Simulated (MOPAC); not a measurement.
Input file for MOPAC: AM1 on HF (SMILES F).

```
AM1 1SCF PRECISE CHARGE=0 THREADS=1
HF

F      0.28764885 1    -0.34802433 1     3.87962579 1
H      0.09128515 1    -0.35689835 1     2.96177547 1
```

Program output:

```
*******************************************************************************
 **                                                                           **
 **                              MOPAC v23.2.5                                **
 **                                                                           **
 *******************************************************************************
 ** MOPAC's Digital Object Identifier: https://doi.org/10.5281/zenodo.6511958 **
 **                                                                           **
 ** Please cite the open-source release paper for use of this MOPAC version:  **
 ** J. E. Moussa and J. J. P. Stewart (2026)                                  **
 ** MOPAC: An open-source semiempirical molecular orbital program             **
 ** J. Open Source Softw., 11(119), 8025, https://doi.org/10.21105/joss.08025 **
 *******************************************************************************

                              AM1 CALCULATION RESULTS

 *******************************************************************************
 *  AM1        - The AM1 Hamiltonian to be used
 *
 *
 *
 *                 CHARGE ON SYSTEM = 0
 *
 *
 *
 *  PRECISE    - TIGHTER CRITERIA TO BE USED
 *  1SCF       - DO 1 SCF AND THEN STOP
 *  THREADS=1  - MULTI-THREADING NOT USED
 *  T=         - A TIME OF 172800.0 SECONDS REQUESTED
 *  DUMP=N     - RESTART FILE WRITTEN EVERY 7200.0 SECONDS REQUESTED
 *******************************************************************************
AM1 1SCF PRECISE CHARGE=0 THREADS=1
 HF

   ATOM   CHEMICAL          X               Y               Z
  NUMBER   SYMBOL      (ANGSTROMS)     (ANGSTROMS)     (ANGSTROMS)

     1       F          0.28764885  *  -0.34802433  *   3.87962579  *
     2       H          0.09128515  *  -0.35689835  *   2.96177547  *



          CARTESIAN COORDINATES

    NO.       ATOM           X           Y           Z

     1         F          0.2876     -0.3480      3.8796
     2         H          0.0913     -0.3569      2.9618

  H: (AM1): M.J.S. DEWAR ET AL, J. AM. CHEM. SOC. 107 3902-3909 (1985)
  F: (AM1): M.J.S. DEWAR AND E. G. ZOEBISCH, THEOCHEM, 180, 1 (1988).

           Empirical Formula: H F  =     2 atoms



      MOLECULAR POINT GROUP   :   C*v


      RHF CALCULATION, NO. OF DOUBLY OCCUPIED LEVELS = 4


 -------------------------------------------------------------------------------
 AM1 1SCF PRECISE CHARGE=0 THREADS=1
 HF



     1SCF WAS SPECIFIED, SO BFGS WAS NOT USED
     SCF FIELD WAS ACHIEVED


                              AM1 CALCULATION
                                                       MOPAC v23.2.5 Linux




          FINAL HEAT OF FORMATION =        -66.43185 KCAL/MOL =    -277.95087 KJ/MOL


          COSMO AREA              =         39.68 SQUARE ANGSTROMS
          COSMO VOLUME            =         23.43 CUBIC ANGSTROMS

          IONIZATION POTENTIAL    =         13.962348 EV
          HOMO LUMO ENERGIES (EV) =        -13.962  5.352
          NO. OF FILLED LEVELS    =          4
          MOLECULAR WEIGHT        =         20.0063         POINT GROUP:  C*v

          MOLECULAR DIMENSIONS (Angstroms)

            Atom       Atom       Distance
            H     2    F     1     0.93866
            H     2    F     1     0.00000
            F     1    H     2     0.00000


          SCF CALCULATIONS        =          1





   ATOM   CHEMICAL          X               Y               Z
  NUMBER   SYMBOL      (ANGSTROMS)     (ANGSTROMS)     (ANGSTROMS)

     1       F          0.28764885  *  -0.34802433  *   3.87962579  *
     2       H          0.09128515  *  -0.35689835  *   2.96177547  *

                             CARTESIAN COORDINATES

   1    F        0.287648850    -0.348024330     3.879625790
   2    H        0.091285150    -0.356898350     2.961775470


           Empirical Formula: H F  =     2 atoms



      MOLECULAR POINT GROUP   :   C*v


                  EIGENVALUES
 -47.83955 -17.04440 -13.96235 -13.96235   5.35190


              NET ATOMIC CHARGES AND DIPOLE CONTRIBUTIONS

  ATOM NO.   TYPE          CHARGE      No. of ELECS.   s-Pop       p-Pop
    1          F          -0.278929        7.2789     1.90489     5.37404
    2          H           0.278929        0.7211     0.72107
 DIPOLE           X         Y         Z       TOTAL
 POINT-CHG.    -0.263    -0.012    -1.230     1.258
 HYBRID        -0.108    -0.005    -0.503     0.514
 SUM           -0.371    -0.017    -1.732     1.772


          ATOMIC ORBITAL ELECTRON POPULATIONS

     Atom    s        px        py        pz
    1  F   1.90489   1.97261   1.99994   1.40149
    2  H   0.72107

 **********************
 *                    *
 * JOB ENDED NORMALLY *
 *                    *
 **********************




 == MOPAC DONE ==
```

The run finished.

Cost: very roughly 0.010 core-seconds.
